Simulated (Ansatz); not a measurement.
Consider the redistribution: `C[SiH](F)P` + `[OH][Al]([F])[Cl]` → `C[SiH](O)P` + `[F][Al]([F])[Cl]`.

Computed with Ansatz on PBE0-D4/def2-TZVP structures; ΔE is electronic, products minus reactants. CCSD(T)/CBS adds triple-zeta CCSD(T) − MP2 to the extrapolated MP2 energy (def2 sets, frozen cores). This one scheme is used for every species. One conformer a species, not always the lowest.

```tsv
species	CCSD/def2-TZVPP energy (Eh)
`C[SiH](F)P`	-771.39440
`[OH][Al]([F])[Cl]`	-877.39253
`C[SiH](O)P`	-747.36887
`[F][Al]([F])[Cl]`	-901.41685
```

Q: Work out ΔE.

A: ΔE = (-747.36887) + (-901.41685) − (-771.39440) − (-877.39253) = 0.00121 Eh = +3.2 kJ/mol. CCSD(T)/CBS gives +1.7 kJ/mol.

Largest T1 diagnostic among the species: 0.012.

In def2-TZVPP, CCSD(T) changes the Hartree–Fock value by −4.1 kJ/mol (the triples alone add −0.7 kJ/mol) and MP2 by −5.4 kJ/mol.
